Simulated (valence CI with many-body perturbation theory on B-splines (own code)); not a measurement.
Level structure of Te²¹⁺

Calculated by relativistic CI+MBPT: three valence electrons over a frozen Dirac-Fock core [Ar] 3d10, a basis of 11 s, 11 p, 10 d, 8 f, 5 g, 2 h functions for each j, with the one-electron correlation potential Σ1 (screened to all orders), the two-electron term Σ2, the three-electron term Σ3, Breit, model QED; selected single and double excitations, second order for the rest, scaled by the run's own slope (own B-spline code, finite nucleus).

No measured spectrum was set against this ion. As an estimate, levels hold to about 250 cm⁻¹ or 0.2 % of their energy and the worst to 1 %, as in measured heavy ions of charge 2 to 7; those with d or f electrons hold less well.

Levels 46 to 90 of 178, with energies above the lowest level, (4s^2 4p1/2) J=1/2. "Leading %" is the weight of the configuration and term that name the level; weights of strongly mixed levels are sums over their largest components and can fall short. In the jj column 3d3/2^4 stands for four electrons in 3d with j = 3/2. Lifetimes count E1, E2, E3, M1 and M2 decay at the calculated energies, and are blank where another channel may lead or the interval is too uncertain; long ones can be off by a factor of two.

```tsv
No.	Configuration	Term	J	E (eV)	Leading %	Lifetime	Second component	Leading jj
46	4p2 4d	2P	3/2	200.54	37	13.5 ps	30 % 4p2 4d 4F	4p1/2 4p3/2 4d3/2 (90 %)
47	4p2 4d	2F	7/2	200.54	36	34.0 ps	29 % 4p2 4d 2G	4p1/2 4p3/2 4d3/2 (81 %)
48	4p2 4d	4D	1/2	200.92	84	15.2 ps	14 % 4p2 4d 2P	4p1/2 4p3/2 4d3/2 (98 %)
49	4p2 4d	4F	7/2	202.16	43	24.4 ps	39 % 4p2 4d 4D	4p1/2 4p3/2 4d5/2 (96 %)
50	4p2 4d	4F	9/2	204.14	49	31.5 ps	48 % 4p2 4d 2G	4p1/2 4p3/2 4d5/2 (92 %)
51	4p2 4d	4D	3/2	205.41	40	9.43 ps	39 % 4p2 4d 2P	4p1/2 4p3/2 4d5/2 (80 %)
52	4p2 4d	4D	5/2	205.52	36	10.6 ps	19 % 4p2 4d 4F	4p1/2 4p3/2 4d5/2 (75 %)
53	4p2 4d	2G	7/2	208.27	48	15.5 ps	18 % 4p2 4d 4F	4p1/2 4p3/2 4d5/2 (58 %)
54	4p2 4d	4P	5/2	209.15	44	3.97 ps	38 % 4p2 4d 2D	4p1/2 4p3/2 4d5/2 (55 %)
55	4p2 4d	4P	3/2	209.64	44	3.89 ps	26 % 4p2 4d 2P	4p1/2 4p3/2 4d3/2 (74 %)
56	4p2 4d	4P	1/2	210.07	44	4.27 ps	26 % 4p2 4d 2P	4p1/2 4p3/2 4d3/2 (79 %)
57	4p2 4d	2D	5/2	212.74	41	4.39 ps	33 % 4p2 4d 2F	4p1/2 4p3/2 4d5/2 (36 %)
58	4p2 4d	2D	3/2	214.60	77	8.89 ps	7 % 4p2 4d 2P	4p1/2 4p3/2 4d5/2 (72 %)
59	4p2 4d	2P	1/2	214.83	76	5.10 ps	9 % 4p2 4d 2S	4p1/2 4p3/2 4d5/2 (58 %)
60	4p2 4d	4D	7/2	215.71	48	20.0 ps	35 % 4p2 4d 2F	4p3/2^2 4d5/2 (91 %)
61	4p2 4d	4F	9/2	216.51	47	26.5 ps	42 % 4p2 4d 2G	4p3/2^2 4d5/2 (87 %)
62	4p2 4d	2P	1/2	218.03	53	6.35 ps	18 % 4p2 4d 4P	4p3/2^2 4d3/2 (39 %)
63	4p2 4d	2D	3/2	219.03	44	4.06 ps	32 % 4p2 4d 4P	4p3/2^2 4d3/2 (86 %)
64	4p2 4d	2D	5/2	219.56	27	3.91 ps	25 % 4p2 4d 4P	4p3/2^2 4d3/2 (64 %)
65	4p2 4d	2F	7/2	221.63	60	3.99 ps	20 % 4s 4p 4f 2F	4p3/2^2 4d3/2 (58 %)
66	4p2 4d	2S	1/2	225.13	49	4.42 ps	30 % 4p2 4d 4P	4p3/2^2 4d5/2 (49 %)
67	4p2 4d	2P	3/2	226.09	53	4.87 ps	24 % 4p2 4d 2D	4p3/2^2 4d5/2 (49 %)
68	4p2 4d	2D	5/2	226.50	37	9.86 ps	28 % 4s 4p 4f 4G	4p3/2^2 4d5/2 (40 %)
69	4p2 4d	2D	5/2	226.88	39	8.98 ps	34 % 4s 4p 4f 4G	4p3/2^2 4d5/2 (49 %)
70	4s 4p 4f	4G	7/2	227.21	38	8.66 ps	34 % 4s 4p 4f 4F	4s 4p1/2 4f7/2 (66 %)
71	4s 4p 4f	4F	3/2	227.89	47	7.75 ps	24 % 4s 4d2 4F	4s 4p1/2 4f5/2 (50 %)
72	4s 4p 4f	4G	9/2	228.79	33	10.8 ps	32 % 4s 4p 4f 4F	4s 4p1/2 4f7/2 (76 %)
73	4s 4p 4f	4F	5/2	229.02	22	6.32 ps	15 % 4s 4p 4f 4G	4s 4p1/2 4f5/2 (42 %)
74	4p2 4d	2D	3/2	230.03	61	4.13 ps	7 % 4s 4p 4f 4F	4p3/2^2 4d3/2 (41 %)
75	4s 4p 4f	4D	7/2	230.61	34	6.25 ps	29 % 4s 4p 4f 4G	4s 4p1/2 4f7/2 (60 %)
76	4p2 4d	2D	5/2	230.86	35	4.07 ps	12 % 4p2 4d 2F	4p3/2^2 4d5/2 (54 %)
77	4s 4p 4f	2G	7/2	233.49	49	9.84 ps	18 % 4s 4d2 2G	4s 4p1/2 4f5/2 (28 %)
78	4s 4p 4f	2F	5/2	235.74	33	4.17 ps	19 % 4s 4d2 4F	4s 4p1/2 4f7/2 (44 %)
79	4s 4d2	4F	7/2	236.05	62	4.46 ps	21 % 4s 4p 4f 4D	4s 4d3/2 4d5/2 (56 %)
80	4s 4d2	4F	9/2	236.58	54	8.04 ps	19 % 4s 4p 4f 4G	4s 4d5/2^2 (58 %)
81	4s 4d2	4F	5/2	236.62	46	3.82 ps	17 % 4s 4p 4f 4D	4s 4d3/2 4d5/2 (46 %)
82	4s 4d2	4F	3/2	236.75	66	2.91 ps	15 % 4s 4p 4f 4F	4s 4d3/2^2 (43 %)
83	4s 4d2	2G	9/2	238.43	40	8.43 ps	28 % 4s 4p 4f 4G	4s 4d3/2 4d5/2 (41 %)
84	4s 4d2	4P	1/2	238.81	97	3.28 ps		4s 4d3/2^2 (52 %)
85	4s 4d2	4P	3/2	239.55	95	3.47 ps		4s 4d3/2 4d5/2 (93 %)
86	4s 4d2	4P	5/2	239.94	76	3.49 ps	11 % 4s 4d2 2D	4s 4d3/2 4d5/2 (65 %)
87	4s 4p 4f	4G	11/2	240.63	100	7.06 ps		4s 4p3/2 4f7/2 (100 %)
88	4s 4d2	2G	7/2	241.58	31	5.02 ps	23 % 4s 4p 4f 2F	4s 4p3/2 4f5/2 (25 %)
89	4s 4d2	2D	3/2	241.81	60	3.82 ps	10 % 4s 4p 4f 2D	4s 4d5/2^2 (27 %)
90	4s 4d2	2D	5/2	242.63	34	4.07 ps	19 % 4s 4d2 4P	4s 4d5/2^2 (46 %)
```

Where two levels of one J and parity lie close, their mixing, g and order are uncertain.
